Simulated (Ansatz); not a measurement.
Ge₆⁺. The state is a doublet with charge 1. Geometry PBE-D4/def2-SVP; atoms count from 1.

```xyz
6

Ge   -1.783    0.740   -0.167
Ge    0.583    1.108   -0.939
Ge    0.774    1.376    1.589
Ge    1.588   -1.087   -0.232
Ge   -0.433   -0.844    1.246
Ge   -0.730   -1.293   -1.497
```

The structure comes from a short search, and lower isomers may exist.

(1) Estimate the Mulliken populations from the PBE0/def2-SVP orbitals of Ansatz.

(2) Where does the spin sit?

(3) And the Mayer bond orders between bonded heavy atoms (over 0.3)?

## Answers

(1) 
| atom | charge (e) | spin (α − β) |
| --- | --- | --- |
| Ge1 | 0.20 | 0.42 |
| Ge2 | 0.01 | 0.04 |
| Ge3 | 0.33 | -0.02 |
| Ge4 | 0.20 | 0.42 |
| Ge5 | 0.01 | 0.04 |
| Ge6 | 0.25 | 0.10 |
Mulliken values and Mayer orders depend strongly on the basis.

(2) Summed by element: Ge 1.00, of 1 unpaired in all. Largest on single atoms: Ge1 0.42, Ge4 0.42, Ge6 0.10.

(3) Ge1–Ge2 0.66 (2.52 Å); Ge1–Ge5 0.66 (2.52 Å); Ge1–Ge6 0.59 (2.65 Å); Ge2–Ge3 0.68 (2.55 Å); Ge2–Ge4 0.66 (2.52 Å); Ge2–Ge6 0.45 (2.79 Å); Ge3–Ge5 0.67 (2.55 Å); Ge4–Ge5 0.66 (2.52 Å); Ge4–Ge6 0.59 (2.65 Å); Ge5–Ge6 0.44 (2.80 Å). Values over 0.3 also appear between atoms too far apart for a bond (Ge1–Ge3 0.32 at 3.17 Å; Ge1–Ge4 0.39 at 3.83 Å; Ge2–Ge5 0.59 at 3.10 Å; Ge3–Ge4 0.32 at 3.17 Å; Ge3–Ge6 0.40 at 4.35 Å); they arise where an orbital or an unpaired electron spreads over both atoms.
